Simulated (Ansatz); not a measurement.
```yaml
crystal:
  periodic: [true, true, true]
  atoms:
    - {symbol: O, position_ang: [-1.122134, 1.622444, -0.267443]}
    - {symbol: Si, position_ang: [0.024057, 0.532226, -0.765759]}
    - {symbol: O, position_ang: [1.473202, 1.273789, -0.525774]}
    - {symbol: Si, position_ang: [0.064324, -1.456452, 0.512112]}
    - {symbol: H, position_ang: [-2.020295, 1.474247, -0.569142]}
    - {symbol: H, position_ang: [1.506237, 2.222275, -0.670995]}
    - {symbol: H, position_ang: [-1.268565, -2.103319, 0.362570]}
    - {symbol: H, position_ang: [1.095634, -2.364984, -0.054868]}
    - {symbol: H, position_ang: [0.336142, -1.246525, 1.962198]}
basis:
  gaussian: {orbitals: def2-TZVPP}
magnetization: {spin_polarized: true, initial_magnetization: 1}
hamiltonian: {xc: {name: BHLYP}}
output: {forces: true}
```

```sh
$ ansatz run in.yaml --threads 4 --pin off --events-out ev --progress --plain --max-ram 10444MiB
```

It prints (some lines left out):

```
Error: YAML parse error: error: line 2 column 3: crystal: missing field `lattice` (a structure is typed as `lattice` and `atoms`, a molecule's as `atoms` in Å alone, or read from a run's directory, `checkpoint`)
 --> <input>:2:3
1 | crystal:
2 |   periodic: [true, true, true]
3 |   atoms:
4 |     - {symbol: O, position_ang: [-1.122134, 1.622444, -0.267443]}
```

**Question.** Something in this input is off. What?

**Answer.** The molecule is marked periodic without a cell. The program refused the input.
